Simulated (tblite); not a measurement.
C7H14N2.
Numbering: `[CH2:1]1[CH2:2][CH2:3][N:4]([NH:5][CH:6]2[CH2:7][CH2:8]2)[CH2:9]1` (hydrogens: H10, H11 on C1; H12, H13 on C2; H14, H15 on C3; H16 on N5; H17 on C6; H18, H19 on C7; H20, H21 on C8; H22, H23 on C9)

The geometry is computed with GFN2-xTB (gas phase).

**Question.** List the bond lengths, angles and torsions at this level.

**Answer.** 
```tsv
bond	length (pm)	order
C1–C2	152.8	single
C2–C3	153.2	single
C3–N4, N4–C9	146.3	single
N4–N5	140.5	single
N5–C6	143.1	single
C6–C7, C6–C8	149.9	single
C7–C8	149.7	single
C1–C9	152.2	single
C1–H10 and 3 like bonds	109.0	single
C3–H14, C3–H15, C9–H22	109.4	single
N5–H16	102.8	single
C6–H17	109.2	single
C7–H18, C8–H20	107.8	single
C7–H19, C8–H21	107.9	single
C9–H23	110.6	single
```

Bonds in one row agree within 1 pm and their mean is given. Orders are formal, as drawn. A selection of angles:
```tsv
angle	degrees
C2–C1–C9	102.0
C2–C1–H10	110.2
C2–C1–H11	113.1
C9–C1–H10	109.7
C9–C1–H11	112.5
H10–C1–H11	109.1
C1–C2–C3	102.8
C3–C2–H13	112.4
H12–C2–H13	108.4
C2–C3–N4	106.6
C2–C3–H14	111.1
N4–C3–H14	108.1
N4–C3–H15	110.4
H14–C3–H15	108.1
C3–N4–N5	112.2
C3–N4–C9	108.5
N5–N4–C9	115.8
N4–N5–C6	112.9
N4–N5–H16	112.0
C6–N5–H16	110.6
N5–C6–C7	116.8
N5–C6–H17	117.0
C7–C6–C8	59.9
C7–C6–H17	117.2
C6–C7–C8	60.0
C6–C7–H18	117.1
C6–C7–H19	118.3
C8–C7–H18	117.7
C8–C7–H19	118.9
H18–C7–H19	114.4
H20–C8–H21	114.5
N4–C9–H23	111.1
C1–C9–N4	104.1
C1–C9–H22	113.0
C1–C9–H23	110.3
```

Dihedral angles: C9–C1–C2–C3 -36° (synclinal); C1–C2–C3–N4 21° (synperiplanar); C2–C3–N4–N5 133° (anticlinal); C3–N4–N5–C6 152° (antiperiplanar); N4–N5–C6–C7 -142° (anticlinal); N5–C6–C7–C8 107° (anticlinal); C3–N4–C9–C1 -27° (synperiplanar); C2–C1–C9–N4 39° (synclinal); N5–C6–C8–C7 -107° (anticlinal). The mirror-image conformer, all signs reversed, is as good.

The 5-membered ring C1–C2–C3–N4–C9 has internal angles of 102.0° to 108.5° (sum 524°, against 540° for a flat polygon); it is puckered, 0.17 Å rms from its mean plane, widest ring torsion 39°. The C–N distances run from 1.431 Å (N5–C6, drawn single) to 1.466 Å (C3–N4, drawn single), a spread of 0.035 Å. N5 (hydrazine nitrogen) is pyramidal (angles 112.9°, 112.0° and 110.6°, sum 335.5°, 0.37 Å off the plane of its three neighbours). The 3-membered ring C6–C7–C8 has internal angles of 59.9° to 60.1°. N4 (hydrazine nitrogen) is pyramidal (angles 115.8°, 112.2° and 108.5°, sum 336.5°, 0.41 Å off the plane of its three neighbours). The 6 C–C bonds span 1.497 Å (C7–C8, drawn single) to 1.532 Å (C2–C3, drawn single), a spread of 0.035 Å. Of the pairs four or more bonds apart, H16···H23 is among the closest relative to their van der Waals radii: 2.28 Å, 95 % of the sum of Bondi's values.

Point group: C1 (no symmetry element, even within 0.4 Å). Its GFN2-xTB frequencies are all real (lowest 25 cm⁻¹). One conformer, not necessarily the lowest. 2 starts were optimised and ended at 0.00 and 3.68 kcal/mol (GFN2-xTB); the lowest of these is shown.

Run on one thread, Arm Neoverse V1, shared host. These figures are those of the optimisation.
